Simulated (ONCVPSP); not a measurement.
## tellurium, ONCV: configuration errors across variants

Te (Z = 52), optimised norm-conserving Vanderbilt (ONCV), made with ONCVPSP 4.0.1 (LDA (Perdew-Zunger), scalar-relativistic). Core [Ar] 3d10, reference 4s2 4p6 4d10 5s1 5p5. Waves: 4s+5s: rc 1.00 bohr, ncon 4, nbas 7, qcut 10.8 1/bohr, 2 projectors; 4p+5p: rc 1.15 bohr, ncon 4, nbas 8, qcut 13 1/bohr, 2 projectors; 4d: rc 1.35 bohr, ncon 4, nbas 9, qcut 14 1/bohr, 2 projectors, debl 0.7 Ha. Local part: polynomial inside 0.75 bohr (lpopt 5, dvloc0 3 Ha). Core correction: polynomial model core, fcfact 0.65.

In the d channel the program set the typed energies aside and used -1.581, 0.250 Ha.

All-electron excitation energies from the reference (eV): (1) 4s2 4p6 4d10 5s2 5p4 -9.353; (2) 4s2 4p6 4d10 5s2 5p3 0.563; (3) 4s2 4p6 4d10 5s2 5p2 18.737; (4) 4s2 4p6 4d10 5s2 5p1 45.969.

3 further variants failed, have other tests or another functional or relativity, and are left out.

Errors AE − PS in meV (a dash: test not solved or not reliable):

```tsv
change	(1)	(2)	(3)	(4)	bound ghosts	GHOST(+) flags above zero
base	0.0	-1.9	-5.7	-12	none	s
p: rc 1.46	-0.3	-2.7	-7.7	-16	none	s
p: ncon 5, nbas 9	0.0	-1.8	-5.5	-11	none	s
p: qcut 10.2	0.0	-2.0	-6.1	-13	none	s
local potential polynomial inside 0.75 bohr (lpopt 5, dvloc0 -2 Ha)	+0.1	-1.8	-5.6	-12	none	s
s: rc 1.14	+0.1	-1.6	-5.2	-11	none	s
```

(1) Give the same row for: p: qcut 14.8.

Answers

(1) 0.0, -1.9, -5.6, -12; bound ghosts: none; GHOST(+) flags above zero: s.
